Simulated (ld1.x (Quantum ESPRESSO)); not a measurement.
germanium TM: all-electron and pseudo phase curves

Ge, norm-conserving Troullier–Martins (Kleinman–Bylander form), made with ld1.x (Quantum ESPRESSO) 7.5 (PBE, scalar-relativistic). Core [Ne], reference 3s2 3p6 3d10 4s1 4p3. Waves: 3s (bound): rc 0.95 bohr; 3p (bound): rc 0.75 bohr; 3d (bound): rc 1.15 bohr. Local part: the d channel. Core correction: none.

Occupied shells without a wave of their own: 4p, 4s. They enter only through the test configuration that unscreens the potential.

The phase is arctan(r·u′/u) with u = r·R(r), unwrapped; energies in Ry, scanned from -15 to 5 Ry. A pole is an energy at which the radial function vanishes at the test radius. The pseudo phase is shifted by a multiple of π to meet the all-electron one at the reference energy, and phase errors are pseudo minus all-electron; the curves can meet again beyond the range given. Levels narrower than the energy grid can be missing from the lists of poles.

```csv
channel,radius (bohr),reference energy (Ry),"poles, all-electron","poles, pseudo",unbroken range about the reference energy with phases within 0.05 rad,phase error 1 Ry above the reference energy (rad)
s,1.26,-12.52,-11.91,"-11.91, 3.57",below -1.6,+0.002
p,1.26,-8.63,-7.82,-7.81,below 0.2,+0.003
d,1.26,-2.28,-1.06,-1.01,below 2.6,+0.008
```

The potential misses its own reference levels by up to 1.2 eV, so it is not fit for use.

Phases in the d channel:

```json
{"E (Ry)": "-15.00", "all-electron": "1.360", "pseudo": "1.362"}
{"E (Ry)": "-14.04", "all-electron": "1.352", "pseudo": "1.355"}
{"E (Ry)": "-13.08", "all-electron": "1.343", "pseudo": "1.346"}
{"E (Ry)": "-12.12", "all-electron": "1.333", "pseudo": "1.337"}
{"E (Ry)": "-11.16", "all-electron": "1.322", "pseudo": "1.325"}
{"E (Ry)": "-10.20", "all-electron": "1.308", "pseudo": "1.312"}
{"E (Ry)": "-9.24", "all-electron": "1.291", "pseudo": "1.296"}
{"E (Ry)": "-8.28", "all-electron": "1.270", "pseudo": "1.276"}
{"E (Ry)": "-7.32", "all-electron": "1.242", "pseudo": "1.249"}
{"E (Ry)": "-6.36", "all-electron": "1.202", "pseudo": "1.211"}
{"E (Ry)": "-5.40", "all-electron": "1.139", "pseudo": "1.150"}
{"E (Ry)": "-4.44", "all-electron": "1.016", "pseudo": "1.031"}
{"E (Ry)": "-3.48", "all-electron": "0.649", "pseudo": "0.672"}
{"E (Ry)": "-2.52", "all-electron": "-0.766", "pseudo": "-0.764"}
{"E (Ry)": "-1.56", "all-electron": "-1.454", "pseudo": "-1.449"}
{"E (Ry)": "-0.60", "all-electron": "-1.640", "pseudo": "-1.627"}
{"E (Ry)": "0.36", "all-electron": "-1.735", "pseudo": "-1.714"}
{"E (Ry)": "1.32", "all-electron": "-1.804", "pseudo": "-1.774"}
{"E (Ry)": "2.28", "all-electron": "-1.868", "pseudo": "-1.825"}
{"E (Ry)": "3.24", "all-electron": "-1.938", "pseudo": "-1.875"}
{"E (Ry)": "4.20", "all-electron": "-2.025", "pseudo": "-1.930"}
```
